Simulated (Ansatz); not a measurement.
Basis-set series for `N#COBO`. Charge 0, multiplicity 1. The structure was optimised at the PBE0-D4/def2-TZVP level. It is one conformer, not always the lowest.

```tsv
atom	x (Å)	y (Å)	z (Å)
N1	-0.324	2.643	-1.017
C2	0.126	1.674	-0.584
O3	0.679	0.621	-0.101
B4	-0.061	-0.529	0.181
O5	0.664	-1.536	0.678
H6	-1.235	-0.549	-0.027
H7	0.152	-2.324	0.870
```

```csv
functional,basis,functions,energy (Eh),HOMO (eV),LUMO (eV)
PBE0-D4,def2-TZVPP,183,-269.22471,-9.00,-0.56
PBE0-D4,def2-QZVPP,345,-269.23948,-9.03,-0.65
ωB97M-V,def2-TZVPP,183,-269.45237,-11.32,1.38
ωB97M-V,def2-QZVPP,345,-269.46610,-11.35,1.07
```

Question: Give the rows for def2-SVP. (Best estimate.)

Answer: Computed: 
| functional | basis | functions | energy (Eh) | HOMO (eV) | LUMO (eV) |
| --- | --- | --- | --- | --- | --- |
| PBE0-D4 | def2-SVP | 80 | -268.91079 | -8.88 | -0.31 |
| ωB97M-V | def2-SVP | 80 | -269.13008 | -11.16 | 1.86 |

Positive LUMOs are unbound and depend on the basis.
